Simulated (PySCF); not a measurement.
isocyanic acid (CHNO), SMILES O=C=N.

The structure is a stationary point at ωB97X-D3(BJ)/def2-TZVP.

All values below come from PySCF with TDA-B3LYP/def2-TZVPD.

Vertical excitations. Isolated molecule, no solvent. State labels are in the subgroup Cs.

Computed excitation energies, oscillator strengths and character:
| state | symmetry | energy (eV) | λ (nm) | f | main pairs |
|---|---|---|---|---|---|
| S1 | A" | 6.58 | 188 | 0.002 | HOMO→LUMO+1 97 % |
| S2 | A" | 7.12 | 174 | 0.011 | HOMO→LUMO 98 % |
| S3 | A' | 7.74 | 160 | 0.011 | HOMO−1→LUMO+1 60 %, HOMO→LUMO+2 38 % |
| S4 | A' | 7.81 | 159 | 0.013 | HOMO−1→LUMO 99 % |
| S5 | A" | 8.77 | 141 | 0.002 | HOMO−1→LUMO+2 93 % |
| S6 | A" | 8.81 | 141 | 0.017 | HOMO→LUMO+3 93 % |
| S7 | A' | 9.40 | 132 | 0.126 | HOMO→LUMO+5 46 %, HOMO−1→LUMO+3 32 %, HOMO→LUMO+2 15 % |
| S8 | A" | 9.48 | 131 | 0.006 | HOMO→LUMO+4 98 % |
| S9 | A' | 9.50 | 131 | 0.024 | HOMO−1→LUMO+3 55 %, HOMO→LUMO+5 41 % |
| S10 | A' | 10.13 | 122 | 0.148 | HOMO−1→LUMO+4 89 % |
| T1 | A" | 6.15 | 202 | 0 | HOMO→LUMO+1 94 % |
| T2 | A' | 6.44 | 193 | 0 | HOMO−1→LUMO+1 85 % |
| T3 | A" | 6.87 | 180 | 0 | HOMO→LUMO 96 % |
| T4 | A' | 7.07 | 175 | 0 | HOMO→LUMO+2 84 % |
Triplets are in the Tamm–Dancoff approximation.
